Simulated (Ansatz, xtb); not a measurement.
Breaking the C2–H3 bond in CH5GeN (SMILES [CH3][Ge][NH2]) (multiplicity 1 held, fragments rigid). Energies count from the point at 1.091 Å.
Geometry at that point (charge 0, multiplicity 1):
```xyz
8

Ge    -0.217    -0.010     0.445
C      0.730     1.396    -0.651
H      0.391     2.397    -0.381
H      0.594     1.250    -1.725
H      1.801     1.341    -0.430
N     -0.036    -1.355    -0.786
H      0.403    -1.265    -1.691
H     -0.370    -2.290    -0.613
```

Active spaces are followed from a long bond inwards. Curves can end on different states.

Cores are frozen in the correlated methods. Filled d and f shells under p-block atoms count as core.

Run with Ansatz (a program for electronic structure); xtb for the GFN methods.  The GFN methods have no spin term and hold the electronic entropy of 300 K.

Energies in eV.

```
R (Å)  GFN2-xTB  CASSCF(2,2)/cc-pVDZ  FIC-MRCISD on CASSCF(2,2)/cc-pVDZ  FIC-MRCISD+Q on CASSCF(2,2)/cc-pVDZ
-----  --------  -------------------  ---------------------------------  -----------------------------------
0.873      1.21                 1.50                               1.46                                 1.47
0.982      0.23                 0.35                               0.33                                 0.33
1.091      0.00                 0.00                               0.00                                 0.00
1.200      0.15                 0.09                               0.12                                 0.12
1.309      0.49                 0.40                               0.46                                 0.47
1.473      1.11                 1.05                               1.16                                 1.17
1.637      1.78                 1.72                               1.88                                 1.90
1.909      2.80                 2.70                               2.94                                 2.97
2.182      3.64                 3.40                               3.70                                 3.74
2.510      4.39                 3.91                               4.25                                 4.30
2.946      5.02                 4.21                               4.58                                 4.63
3.492      5.40                 4.31                               4.70                                 4.76
```
